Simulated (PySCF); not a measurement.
CH₆AsGeN.
SMILES: `C=[N][GeH2][AsH2]`

Torsions of this conformer, `[CH2:1]=[N:2][GeH2:3][AsH2:4]`: C1–N2–Ge3–As4 -2°, H–As4–Ge3–N2 -46°, H–As4–Ge3–N2 46°.

The closed-shell ground state was solved at several levels (PySCF, density fitting, gas phase). Geometry: PBE0-D3(BJ)/def2-SVP, one conformer, isolated molecule. Relativistic effects, spin–orbit coupling among them, are left out although an element past zinc is present.

```csv
level,basis functions,total energy (Eh),HOMO (eV),LUMO (eV),gap (eV),dipole (D)
wB97X-D/pcSseg-2,282,-4409.5502,-8.63,1.04,9.67,1.34
PBE0/def2-SVPD,164,-4408.0781,-6.86,-0.82,6.04,1.31
PBE0/pcSseg-1,146,-4408.2103,-6.87,-0.74,6.13,1.35
```

(1) Estimate the row for B3LYP/pcJ-1 (pcSseg-1 on As, pcSseg-1 on Ge), a basis of 196 functions; the other rows only guide the guess.

(2) Over all these levels, which gives the widest orbital gap and which the narrowest?

(3) How far do the dipole and the HOMO energy spread over the levels?

Answers

(1) Total energy -4408.9832 Eh, HOMO -6.63 eV, LUMO -0.97 eV, gap 5.66 eV, dipole 1.31 D.

(2) wB97X-D/pcSseg-2 (range-separated hybrid) has the widest, 9.67 eV, and B3LYP/pcJ-1 (pcSseg-1 on As, pcSseg-1 on Ge) (global hybrid, 20 % exact exchange) the narrowest, 5.66 eV. Functional and basis both differ between the two, so the spread mixes both effects.

(3) The dipole runs from 1.31 to 1.35 D (mean 1.32 D) and the HOMO from -8.63 to -6.63 eV.

The pairwise dispersion term of wB97X-D wasn't added to the energies; at a given geometry it leaves orbitals and properties as they are.
